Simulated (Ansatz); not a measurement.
Stepwise reaction of `F[Si](F)(F)[GeH3]` with hydrogen chloride, as a gas-phase model of exchange steps in deposition or etching. ΔE in kJ/mol; ΔG adds harmonic PBE0-D4 terms to CCSD(T)/CBS, at 1 bar.

Gas-phase electronic energies from Ansatz, PBE0-D4/def2-TZVP geometries. CCSD(T)/CBS is the MP2 limit (def2-TZVPP, def2-QZVPP) plus CCSD(T) − MP2 in def2-TZVPP, frozen cores. This one scheme is used for every species. Functionals use def2-TZVPP. B3LYP here is the variant with VWN-RPA as its local correlation; programs differ in this. For Ge outer-core shells are correlated without core-valence functions, which leaves a few kJ/mol of doubt a bond. Scalar relativity is left out up to krypton.

```
step                                                    reaction  PBE-D4  B3LYP-D4  ωB97M-V  CCSD(T)/CBS  ΔG(400 K)
   1      `F[Si](F)(F)[GeH3]` + HCl → `F[Si](F)(Cl)[GeH3]` + H–F    41.6      51.4     50.7         49.4       50.7
   2    `F[Si](F)(Cl)[GeH3]` + HCl → `F[Si](Cl)(Cl)[GeH3]` + H–F    38.9      48.5     47.9         45.1       50.4
   3  `F[Si](Cl)(Cl)[GeH3]` + HCl → `Cl[Si](Cl)(Cl)[GeH3]` + H–F    36.0      45.2     44.7         40.6       49.5
```

Q: By hand: ΔE of the 3 steps together at CCSD(T)/CBS.

A: (49.4) + (45.1) + (40.6) = 135.1 kJ/mol, or 45.0 kJ/mol a step.

In ΔE each step is lower than the one before. All are uphill at CCSD(T)/CBS. ΔG lies between 49.5 and 50.7 kJ/mol a step. PBE-D4 differs from CCSD(T)/CBS by -7.8 to -4.6 kJ/mol a step. Isolated molecules leave out the surface, adducts and barriers. Largest T1 diagnostic: 0.012.
